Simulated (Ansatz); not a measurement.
System: chloro tellurohypochlorite, TeCl$_{2}$, charge 0, multiplicity 1. SMILES: Cl[Te]Cl
Geometry: optimised at B3LYP-D3(BJ)/def2-TZVP (Ansatz, a first-principles code).

Computed values are from Ansatz. Cores are frozen in the correlated levels unless marked. Open shells are spin-unrestricted. No spin-orbit coupling. Frozen are the shells of the preceding noble gas and the d and f shells that filled before the atom's block. Past Kr the def2 sets carry scalar-relativistic core potentials. Basis-set limits of correlation are two-point, X^-3; Hartree-Fock from the larger set. [CCSD(T)-MP2]/basis is that difference in the basis named.

Task: What is the atomisation energy De at CCSD(T)/CBS(def2-TZVPP,def2-QZVPP)?

Result: 130.0 kcal/mol.

Task: What is the total energy at CCSD(T)/CBS(def2-TZVPP,def2-QZVPP)?

Result: -1186.7549 Eh.

Task: What is the vertical ionisation energy (to the doublet) at RI-MP2/CBS(def2-TZVPPD,def2-QZVPPD)+[CCSD(T)-MP2]/def2-TZVPPD?

Result: 8.98 eV.

Task: What is the vertical triplet-singlet gap at RI-MP2/CBS(def2-TZVPPD,def2-QZVPPD)+[CCSD(T)-MP2]/def2-TZVPPD?

Result: 2.03 eV.

Task: What is the T1 diagnostic at CCSD/def2-QZVPP?

Result: 0.011.
